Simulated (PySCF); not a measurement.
## Running PySCF for ZnF

Input:

```python
from pyscf import gto, scf, solvent

mol = gto.M(
    atom='Zn 0 0 0; F 0 0 1.763',
    basis='6-31g',
    charge=0,
    spin=1,
    verbose=4,
)
mf = scf.UHF(mol)
mf = mf.density_fit(auxbasis='def2-universal-jkfit')
mf = solvent.PCM(mf)
mf.with_solvent.eps = 32.6
mf.kernel()
mf.analyze()
print('orbital energies (hartree):', [e[max(0, n-3):n+3].round(4) for e, n in zip(mf.mo_energy, mol.nelec)])
```

```bash
$ OMP_NUM_THREADS=1 python input.py
```

Output (some set-up lines and the per-cycle HOMO/LUMO lines with their warnings removed):

```
PySCF version 2.14.0

[INPUT] Symbol           X                Y                Z      unit          X                Y                Z       unit  Magmom
[INPUT]  1 Zn     0.000000000000   0.000000000000   0.000000000000 AA    0.000000000000   0.000000000000   0.000000000000 Bohr   0.0
[INPUT]  2 F      0.000000000000   0.000000000000   1.763000000000 AA    0.000000000000   0.000000000000   3.331587157608 Bohr   0.0

nuclear repulsion = 81.0424543099263
number of shells = 16
number of NR pGTOs = 112
number of NR cGTOs = 36
basis = 6-31g
ecp = {}

******** <class 'pyscf.solvent._attach_solvent.PCMDFUHF'> ********
method = PCMDFUHF
initial guess = minao
damping factor = 0
level_shift factor = 0
DIIS = <class 'pyscf.scf.diis.CDIIS'>
SCF conv_tol = 1e-09
SCF max_cycles = 50
number electrons alpha = 20  beta = 19
******** <class 'pyscf.solvent.pcm.PCM'> (In testing) ********

WARN: PCM is an experimental feature. It is still in testing.
Features and APIs may be changed in the future.

lebedev_order = 29 (302 grids per sphere)
eps = 32.6
frozen = False
******** <class 'pyscf.df.df.DF'> ********
auxbasis = def2-universal-jkfit
PCM E_diel = -0.0047634465559063
Solvent Energy = -0.0047634465559063
init E= -1876.37276725409

PCM E_diel = -0.0541451773083997
Solvent Energy = -0.0541451773083997
cycle= 1 E= -1876.89237194421  delta_E= -0.52  |g|= 0.396  |ddm|= 0.882
PCM E_diel = -0.0403382272204769
Solvent Energy = -0.0403382272204769
cycle= 2 E= -1876.93098877841  delta_E= -0.0386  |g|= 0.259  |ddm|= 0.383
PCM E_diel = -0.0430567547926936
Solvent Energy = -0.0430567547926936
cycle= 3 E= -1876.9525973286  delta_E= -0.0216  |g|= 0.0249  |ddm|= 0.143
PCM E_diel = -0.0414406661064444
Solvent Energy = -0.0414406661064444
cycle= 4 E= -1876.95455044212  delta_E= -0.00195  |g|= 0.0107  |ddm|= 0.0867
PCM E_diel = -0.0409430535652667
Solvent Energy = -0.0409430535652667
cycle= 5 E= -1876.954907027  delta_E= -0.000357  |g|= 0.00596  |ddm|= 0.0404
PCM E_diel = -0.04070887048781
Solvent Energy = -0.04070887048781
cycle= 6 E= -1876.95497037245  delta_E= -6.33e-05  |g|= 0.00151  |ddm|= 0.0204
PCM E_diel = -0.0406608860155793
Solvent Energy = -0.0406608860155793
cycle= 7 E= -1876.95497396427  delta_E= -3.59e-06  |g|= 0.000397  |ddm|= 0.00463
PCM E_diel = -0.0406659978436643
Solvent Energy = -0.0406659978436643
cycle= 8 E= -1876.95497420129  delta_E= -2.37e-07  |g|= 0.000127  |ddm|= 0.000882
PCM E_diel = -0.040673064650393
Solvent Energy = -0.040673064650393
cycle= 9 E= -1876.95497423677  delta_E= -3.55e-08  |g|= 3.62e-05  |ddm|= 0.00045
PCM E_diel = -0.0406748997143698
Solvent Energy = -0.0406748997143698
cycle= 10 E= -1876.95497423932  delta_E= -2.55e-09  |g|= 8.76e-06  |ddm|= 9.76e-05
PCM E_diel = -0.0406749949278858
Solvent Energy = -0.0406749949278858
cycle= 11 E= -1876.95497423944  delta_E= -1.21e-10  |g|= 2.01e-06  |ddm|= 2.67e-05
PCM E_diel = -0.0406749846087548
Solvent Energy = -0.0406749846087548
Extra cycle  E= -1876.95497423944  delta_E= -3.64e-12  |g|= 9.77e-07  |ddm|= 4.21e-06
converged SCF energy = -1876.95497423944  <S^2> = 0.75140176  2S+1 = 2.0014013
**** SCF Summaries ****
Total Energy =                       -1876.954974239441754
Nuclear Repulsion Energy =              81.042454309926285
One-electron Energy =                -2785.124098373873494
Two-electron Energy =                  827.167344809114070
Two-electron Coulomb Energy =          907.104037706674944
DFT Exchange-Correlation Energy =      -79.936692897560874
**** MO energy ****
                             alpha | beta                alpha | beta
[9 lines left out]
MO #10  energy= -3.80817162022642  | -3.80585219374683  occ= 1 | 1
MO #11  energy= -1.43939716484415  | -1.43195082013868  occ= 1 | 1
MO #12  energy= -0.743993945565028 | -0.73782312845299  occ= 1 | 1
MO #13  energy= -0.736365457976013 | -0.734472957110944 occ= 1 | 1
MO #14  energy= -0.736365457976009 | -0.734472957110932 occ= 1 | 1
MO #15  energy= -0.734790893648934 | -0.732039312945451 occ= 1 | 1
MO #16  energy= -0.734788664795117 | -0.732037101013334 occ= 1 | 1
MO #17  energy= -0.53881304599083  | -0.520189670871268 occ= 1 | 1
MO #18  energy= -0.520752536205054 | -0.520189670871266 occ= 1 | 1
MO #19  energy= -0.520752536205044 | -0.519943375236896 occ= 1 | 1
MO #20  energy= -0.247156839284733 | 0.0600562198180188 occ= 1 | 0
MO #21  energy= 0.0950744317871675 | 0.125614267603335  occ= 0 | 0
MO #22  energy= 0.0950744317871782 | 0.125614267603356  occ= 0 | 0
MO #23  energy= 0.141858972312242  | 0.158319186196856  occ= 0 | 0
[13 lines left out]

To work with the spin densities directly, `use mulliken_meta_spin()` only printing them here.

 ** Mulliken spin pop alpha/beta on meta-lowdin orthogonal AOs **
 ** Mulliken Spin Density (per AO)  **
 ** Mulliken Spin Density (per atom)  **
spin density of  0 Zn =      0.93400
spin density of  1 F =      0.06600
 ** Mulliken pop alpha/beta on meta-lowdin orthogonal AOs **
 ** Mulliken pop       alpha | beta **
pop of  0 Zn 1s        1.00000 | 1.00000
pop of  0 Zn 2s        1.00000 | 0.99999
pop of  0 Zn 3s        0.99996 | 0.99993
pop of  0 Zn 4s        0.88862 | 0.08159
pop of  0 Zn 5s        0.01394 | 0.00318
pop of  0 Zn 2px       1.00000 | 1.00000
pop of  0 Zn 2py       1.00000 | 1.00000
pop of  0 Zn 2pz       1.00000 | 1.00000
pop of  0 Zn 3px       0.99998 | 0.99999
pop of  0 Zn 3py       0.99998 | 0.99999
pop of  0 Zn 3pz       0.99999 | 1.00000
pop of  0 Zn 4px       0.00936 | 0.00683
[24 lines left out]
In total            20.00000 | 19.00000
 ** Mulliken atomic charges   ( Nelec_alpha | Nelec_beta ) **
charge of  0Zn =      0.87167  (    15.03116     14.09716 )
charge of  1F =     -0.87167  (     4.96884      4.90284 )
Dipole moment(X, Y, Z, Debye): -0.00000, -0.00000, -3.97891
orbital energies (hartree): [array([-0.5208, -0.5208, -0.2472,  0.0951,  0.0951,  0.1419]), array([-0.5202, -0.5202, -0.5199,  0.0601,  0.1256,  0.1256])]
```

In short: E(SCF) = -1876.954974 Eh, 11 cycles, ⟨S²⟩ = 0.751, μz(SCF) = -3.98 D.

Hardware: Intel Xeon 6975P-C, 1 thread, shared host. Wall time 2.1 s, peak memory 0.14 GiB.

The bond length is a typed value, not an optimised one. No search for the lowest solution was made.
